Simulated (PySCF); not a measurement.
**Exercise with solution: dipole moment from atomic charges**

Se(F)(SH) (FHSSe), SMILES [Se](S)F. Atoms are numbered in the order given.

```xyz
4

Se     0.2031     0.1968     0.5429
F      1.3528     0.8955    -0.6014
S     -1.1596    -0.7978    -0.7610
H     -0.5288    -1.9851    -0.8710
```

The structure is a stationary point at PBE0-D3(BJ)/def2-TZVP. Other conformers were not sampled.

Charges (e) from HF/def2-TZVPD in PySCF:

| atom | ESP fit | IAO |
|---|---|---|
| Se1 | 0.183 | 0.569 |
| F2 | -0.225 | -0.554 |
| S3 | -0.129 | -0.093 |
| H4 | 0.171 | 0.078 |

The dipole moment of the full density is 2.22 D.

Task: What dipole moment does each set of point charges give, and which comes closer to that of the density?

Result: 
μ = Σ q r, and 1 e Å = 4.8032 D.
ESP fit: Σ q r = (-0.208, -0.402, 0.184) e Å, |μ| = 2.35 D.
IAO: Σ q r = (-0.567, -0.465, 0.645) e Å, |μ| = 4.69 D.
ESP fit comes closer in size. Point charges leave out the atoms' own dipoles (lone pairs, polarised bonds); fits to the potential absorb them, partitions of the density don't.
